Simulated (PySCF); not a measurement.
ketene (C2H2O), singlet, geometry from GFN2-xTB. Base run: PySCF with BLYP/6-31G.

PySCF was given this input:
```python
from pyscf import gto, scf, dft

mol = gto.Mole()
mol.atom = '''
    C    -0.01148162    0.02136311   -1.19190098
    C     0.00092956   -0.00172957    0.09649676
    H     0.00249612    0.94826436   -1.73006124
    H    -0.03614064   -0.88566416   -1.76255958
    O     0.01211961   -0.02255018    1.25813077
'''
mol.basis = '6-31g'
mol.verbose = 4
mol.build()

mf = dft.RKS(mol)
mf.xc = 'blyp'
mf.kernel()
```

Variants of this job, named by their change:

```json
[
 {"change": "base", "ΔE vs base (µEh)": "0.0", "grid points": "61936", "electrons on the grid": "22.00000"},
 {"change": "grids.prune = dft.gen_grid.treutler_prune", "ΔE vs base (µEh)": "0.4", "grid points": "53728", "electrons on the grid": "22.00000"},
 {"change": "grids.prune = dft.gen_grid.sg1_prune", "ΔE vs base (µEh)": "-5.2", "grid points": "27656", "electrons on the grid": "22.00002"},
 {"change": "grids.atom_grid = (30, 110)", "ΔE vs base (µEh)": "30.5", "grid points": "12288", "electrons on the grid": "22.00028"},
 {"change": "grids.level = 5", "ΔE vs base (µEh)": "-0.5", "grid points": "176016", "electrons on the grid": "22.00000"},
 {"change": "grids.prune = off", "ΔE vs base (µEh)": "0.0", "grid points": "98152", "electrons on the grid": "22.00000"},
 {"change": "grids.atom_grid = (50, 194)", "ΔE vs base (µEh)": "-2.3", "grid points": "32792", "electrons on the grid": "21.99999"},
 {"change": "grids.radi_method = gauss_chebyshev", "ΔE vs base (µEh)": "0.1", "grid points": "60280", "electrons on the grid": "22.00000"},
 {"change": "grids.becke_scheme = stratmann", "ΔE vs base (µEh)": "-1.7", "grid points": "61936", "electrons on the grid": "22.00000"},
 {"change": "grids.radi_method = delley", "ΔE vs base (µEh)": "0.0", "grid points": "65680", "electrons on the grid": "22.00000"},
 {"change": "grids.radi_method = mura_knowles", "ΔE vs base (µEh)": "0.0", "grid points": "58696", "electrons on the grid": "22.00000"}
]
```
